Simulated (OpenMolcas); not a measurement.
# 4d⁵ along the 41-electron sequence

```json
{"Program": "OpenMolcas", "Method": "MS-CASPT2, IPEA 0.25 Eh, imaginary shift 0.1 Eh", "Basis": "ANO-R3", "Scalar Hamiltonian": "X2C, finite nucleus", "Spin-orbit coupling": "RASSI with atomic mean-field integrals over the reference wave functions, term energies averaged over their components"}
```

Active space for each ion: 5 electrons in 5 orbitals (4d); closed shells correlated by CASPT2: 4s 4p.

Computed levels in cm-1 above ⁶S_5/2:

```csv
Level,Ru3+,Rh4+,Pd5+,Ag6+
⁴G_5/2,23210,26010,28560,30740
⁴G_7/2,23450,26370,29100,31580
⁴G_11/2,23530,26490,29270,31830
⁴G_9/2,23590,26590,29410,32030
⁴P_3/2,26060,29190,32020,34480
⁴P_1/2,26770,30140,33240,36020
⁴D_7/2,27900,31440,34730,37750
⁴D_1/2,28760,32660,36340,39860
⁴D_5/2,29290,33280,37020,40540
weight of ⁶S in the lowest level (%),99,99,98,98
```

Mixed levels, with the weight of the term that names them: Ru3+ ⁴P_3/2 (59 %), Ru3+ ⁴P_1/2 (71 %), Ru3+ ⁴D_1/2 (72 %), Ru3+ ⁴D_5/2 (59 %), Rh4+ ⁴P_3/2 (57 %), Rh4+ ⁴P_1/2 (68 %), Rh4+ ⁴D_1/2 (69 %), Rh4+ ⁴D_5/2 (57 %), Pd5+ ⁴P_3/2 (55 %), Pd5+ ⁴P_1/2 (66 %), Pd5+ ⁴D_1/2 (67 %), Pd5+ ⁴D_5/2 (56 %), Ag6+ ⁴P_3/2 (53 %), Ag6+ ⁴P_1/2 (65 %), Ag6+ ⁴D_1/2 (66 %), Ag6+ ⁴D_5/2 (54 %).

Measured, with the error of the calculation in %. Measured levels: Ag6+ from the list in Gamrath, thesis, University of Mons (2023).

```csv
Level,Ag6+
⁴G_5/2,29390 (+4.6)
⁴G_7/2,30378 (+3.9)
⁴G_11/2,30662 (+3.8)
⁴G_9/2,30907 (+3.6)
⁴P_1/2,34605 (+4.1)
⁴D_7/2,36485 (+3.5)
⁴D_1/2,38685 (+3.0)
```

⁴G_5/2 changes by a factor of 1.32 over the same range, with steps per unit of Z of +2800, +2550, +2180 cm-1.

CASPT2 breaks the degeneracy within a term, and the mean is taken; among the terms shown or strongly mixed into the levels shown the widest spread is 440 cm-1 (4d⁵ ⁴G, Ru3+). Blocks of more than 70 roots (2S+1 = 2 even) ran without multistate coupling. Measured partners are found by configuration, term and J. A level has none where our copy of the source lacks it or the pairing is in doubt (some pairs that miss far off the trend of their configuration count as doubtful), and it then counts in no deviation. Only configurations of the active space appear.
